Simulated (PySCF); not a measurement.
HgCl, SMILES [Hg+][Cl], charge +1.

Coordinates come from a B3LYP-D3(BJ)/def2-TZVPD optimisation. The spin state was assumed, not searched. The def2 effective core potentials stand for the cores of Hg; spin–orbit coupling is left out.

Two levels are set side by side: PBE/def2-TZVPD (PySCF) and HF/def2-TZVPD (PySCF). Same geometry, gas phase. Differences are taken from unrounded values.

| quantity | HF | PBE | PBE minus HF |
|---|---|---|---|
| orbital gap (eV) | 9.87 | 1.32 | -8.54 |
| highest occupied level (eV) | -17.87 | -13.85 | 4.02 |
| lowest empty level (eV) | -8.01 | -12.53 | -4.52 |
| mean polarisability (bohr³) | 35.2 | 36.6 | 1.4 |

PBE's occupied levels lie high since its potential decays too fast outside the molecule; exact exchange lowers them and widens the gap. PBE's more diffuse valence density responds more strongly to a field. Differences between two approximate levels are no errors against the true value.

Rough cost on one machine, each run with all the roots and properties that it gave: HF against PBE about 1/2.
